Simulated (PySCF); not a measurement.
CH$_{2}$, charge +1, doublet, geometry from GFN2-xTB (a state made from the parent by changing its charge; the spin is typed, not shown lowest); DF-M062X/pcseg-2 (PySCF).

PySCF was given this input:
```python
from pyscf import gto, scf, dft

mol = gto.M(
    atom='''
C     0.00000000    0.00000000    0.00000000
H    -0.00000000   -0.00000000   -1.11194657
H     0.00000000    0.00000000    1.11194657
''',
    basis='pcseg-2',
    charge=1,
    spin=1,
    verbose=4,
)

mf = dft.UKS(mol)
mf.xc = 'm062x'
mf = mf.density_fit(auxbasis='def2-universal-jkfit')
mf.kernel()
```

It wrote (shortened):

```
PySCF version 2.14.0

[INPUT] verbose = 4
[INPUT] num. atoms = 3
[INPUT] num. electrons = 7
[INPUT] charge = 1
[INPUT] spin (= nelec alpha-beta = 2S) = 1
[INPUT] symmetry False subgroup None
[INPUT] Mole.unit = angstrom
[INPUT] Symbol           X                Y                Z      unit          X                Y                Z       unit  Magmom
[INPUT]  1 C      0.000000000000   0.000000000000   0.000000000000 AA    0.000000000000   0.000000000000   0.000000000000 Bohr   0.0
[INPUT]  2 H      0.000000000000   0.000000000000  -1.111946570000 AA    0.000000000000   0.000000000000  -2.101274482450 Bohr   0.0
[INPUT]  3 H      0.000000000000   0.000000000000   1.111946570000 AA    0.000000000000   0.000000000000   2.101274482450 Bohr   0.0

nuclear repulsion = 5.94877066485308
number of shells = 10
number of NR pGTOs = 80
number of NR cGTOs = 58
basis = pcseg-2
ecp = {}

******** <class 'pyscf.df.df_jk.DFUKS'> ********
method = DFUKS
initial guess = minao
damping factor = 0
level_shift factor = 0
DIIS = <class 'pyscf.scf.diis.CDIIS'>
diis_start_cycle = 1
diis_space = 8
diis_damp = 0
SCF conv_tol = 1e-09
SCF conv_tol_grad = None
SCF max_cycles = 50
direct_scf = False
number electrons alpha = 4  beta = 3
XC library pyscf.dft.libxc version 7.1.2
    S. Lehtola, C. Steigemann, M. J. T. Oliveira, and M. A. L. Marques,  SoftwareX 7, 1–5 (2018)
XC functionals = m062x
    Y. Zhao and D. G. Truhlar,  Theor. Chem. Acc. 120, 215 (2008)
    Y. Zhao and D. G. Truhlar,  Theor. Chem. Acc. 120, 215 (2008)
radial grids:
    Treutler-Ahlrichs [JCP 102, 346 (1995); DOI:10.1063/1.469408] (M4) radial grids

becke partition: Becke, JCP 88, 2547 (1988); DOI:10.1063/1.454033
pruning grids: <function nwchem_prune>
grids dens level: 3
symmetrized grids: False
atomic radii adjust function: <function treutler_atomic_radii_adjust>
small_rho_cutoff = 0
Set gradient conv threshold to 3.16228e-05
tot grids = 33736
******** <class 'pyscf.df.df.DF'> ********
auxbasis = def2-universal-jkfit
init E= -38.9337259222452

cycle= 1 E= -38.6917920581852  delta_E= 0.242  |g|= 0.285  |ddm|= 0.775
cycle= 2 E= -38.7496312995679  delta_E= -0.0578  |g|= 0.137  |ddm|= 0.336
cycle= 3 E= -38.7589731095863  delta_E= -0.00934  |g|= 0.0168  |ddm|= 0.0942
cycle= 4 E= -38.7592540509424  delta_E= -0.000281  |g|= 0.00415  |ddm|= 0.0227
cycle= 5 E= -38.7592729266248  delta_E= -1.89e-05  |g|= 0.000994  |ddm|= 0.00506
cycle= 6 E= -38.7592739126771  delta_E= -9.86e-07  |g|= 0.000161  |ddm|= 0.00124
cycle= 7 E= -38.759273935898  delta_E= -2.32e-08  |g|= 1.3e-05  |ddm|= 0.000192
cycle= 8 E= -38.7592739363064  delta_E= -4.08e-10  |g|= 6.36e-06  |ddm|= 2.28e-05
Extra cycle  E= -38.7592739365806  delta_E= -2.74e-10  |g|= 6.26e-06  |ddm|= 1.78e-05
converged SCF energy = -38.7592739365806  <S^2> = 0.75484153  2S+1 = 2.0048357
```
